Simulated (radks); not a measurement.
Hg+, configuration [Xe] 4f14 5d10 6s1. Calculated with a radial shooting solver on a logarithmic mesh with Libxc functionals: scalar-relativistic Kohn-Sham, PBE, spin-polarised, spherical densities, finite nucleus; open shells are filled with parallel spins first (spin-orbit coupling, left out, can overturn this in heavy ions); Fermi nuclear charge, rms radius 5.4648 fm. Some entries of the table are withheld. Estimate them.

orbital,occ.,eigenvalue (eV),<1/r> (bohr^-1),<r> (bohr)
1s up,1,-83144.79,97.53,0.01659
1s down,1,-83144.77,97.53,0.01659
2s up,1,-14744.48,22.88,0.06994
2s down,1,-14744.48,22.88,0.06994
2p up,3,-12720.31,20.28,0.06328
2p down,3,-12720.30,20.28,0.06328
3s up,1,-3505.857,8.484,0.1807
3s down,1,-3505.847,8.484,0.1807
3p up,3,-2920.686,7.721,0.1821
3p down,3,-2920.676,7.721,0.1821
3d up,5,-2303.791,7.259,0.1650
3d down,5,-2303.784,7.260,0.1650
4s up,1,-777.8296,3.642,0.3993
4s down,1,-777.8147,3.642,0.3993
4p up,3,-585.8929,3.284,0.4254
4p down,3,-585.8749,3.285,0.4254
4d up,5,-357.7901,2.947,0.4489
4d down,5,-357.7685,2.947,0.4489
5s up,1,-127.1573,1.504,0.9021
5s down,1,-127.1322,1.504,0.9019
4f up,7,-104.9297,2.534,(1)
4f down,7,-104.9058,2.534,(2)
5p up,3,-75.6351,(3),1.040
5p down,3,-75.5798,(4),1.039
5d up,5,-18.9847,0.8924,1.478
5d down,5,-18.6574,0.9005,1.463
6s up,1,-15.0864,0.5055,(5)
6s down,0,-14.2567,0.5054,(6)

Answer. 
(1) 4f up <r> (bohr): 0.4826
(2) 4f down <r> (bohr): 0.4825
(3) 5p up <1/r> (bohr^-1): 1.278
(4) 5p down <1/r> (bohr^-1): 1.279
(5) 6s up <r> (bohr): 2.507
(6) 6s down <r> (bohr): 2.512
